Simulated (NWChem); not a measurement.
Molecule: boric acid (H3BO3); SMILES OB(O)O

```xyz
7

O     -1.0724     0.8724     0.0000
B     -0.0342    -0.0038     0.0000
O      1.2444     0.5000     0.0000
O     -0.3495    -1.3323     0.0000
H     -0.7566     1.7804     0.0000
H      1.9455    -0.1551     0.0000
H      0.4027    -1.9267     0.0000
```
Atoms are numbered in this order, from 1.

Program: NWChem. Pople sets run with spherical d functions. The geometry was optimised at PBE0/def2-SVP. Vertical excitations in the gas phase; the lowest state need not have the same character in each row.

| level | lowest excitation, singlet (eV) | oscillator strength of that lowest state | lowest state with f > 0.02, singlet (eV) | orbital gap (eV) |
|---|---|---|---|---|
| PBE/6-31+G*, full TDDFT | 6.27 | 0.002 | 7.11 | 6.24 |
| B3LYP/6-31+G*, full TDDFT | (withheld) | 0.002 | (withheld) | (withheld) |
| Hartree-Fock/6-31+G*, TDHF | 9.25 | 0.000 | 10.15 | 14.77 |
| LDA (Slater exchange, VWN5)/6-31+G*, full TDDFT | 6.38 | 0.002 | 7.23 | 6.35 |

Problem. Some entries are withheld; supply them.

Solution. 
- B3LYP/6-31+G*, full TDDFT, lowest excitation, singlet (eV): 7.08
- B3LYP/6-31+G*, full TDDFT, lowest state with f > 0.02, singlet (eV): 7.81
- B3LYP/6-31+G*, full TDDFT, orbital gap (eV): 8.05
